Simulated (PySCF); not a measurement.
A structure optimised at PBE0-D3(BJ)/def2-SVP, used in a PySCF frequency run:

```
Al
Cl 1 2.0802
Cl 1 2.0802 2 119.42
Br 1 2.2266 2 120.29 3 180.00
```

Problem. Write its SMILES, formula and point group.

Solution. [Cl][Al]([Cl])[Br], AlBrCl₂, C2v

Problem. What are its rotational constants (standard atomic weights)?

Solution. 2.2093, 1.2210, 0.78639 GHz
